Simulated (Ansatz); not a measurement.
Reaction (ligand exchange at the Si–O bond): `CO[SiH](O)[SiH](O)O` + HCl → `CO[Si@@H](O)[Si@@H](O)Cl` + H₂O

Program: Ansatz. Geometries: PBE0-D4/def2-TZVP. ΔE: electronic, gas phase. CBS: MP2 limit from def2 TZ/QZ plus the TZ coupled-cluster correction, frozen cores. This one scheme is used for every species. Functionals use def2-TZVPP. Each species was taken in one conformer, which may not be the lowest.

```tsv
level	ΔE (kJ/mol)
r2SCAN-D4	-8.7
ωB97X-V	-7.2
ωB97M-V	-8.2
MP2/CBS(def2)	-13.9
```

**Question.** What does CCSD(T)/CBS give? (Estimate.)

**Answer.** Ansatz gave: -9.6 kJ/mol. The listed levels differ from it by 0.9, 2.4, 1.4, -4.3 kJ/mol.

Largest T1 diagnostic among the species: 0.012.

The D4 term adds −3.7 kJ/mol with B3LYP and −2.0 kJ/mol with PBE0; it sums over pairs of atoms, weighted by their polarisabilities, and B3LYP, whose exchange is more repulsive, gets the larger term. In def2-TZVPP, CCSD(T) changes the Hartree–Fock value by −3.2 kJ/mol (the triples alone add −1.4 kJ/mol) and MP2 by −7.6 kJ/mol.

B3LYP here is the variant with VWN-RPA as its local correlation; programs differ in this.
